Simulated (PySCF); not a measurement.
A structure optimised at B3LYP-D3(BJ)/def2-TZVPD, used in a PySCF frequency run:

```xyz
2

Sr     0.0000     0.0000    -0.3371
O      0.0000     0.0000     1.6012
```
Charge 0, spin multiplicity 1.

Task: Write its SMILES, formula and point group.

Result: [O]=[Sr], OSr, C∞v

Task: What are its rotational constants (standard atomic weights)?

Result: 9.9425 GHz (linear rotor, B only)
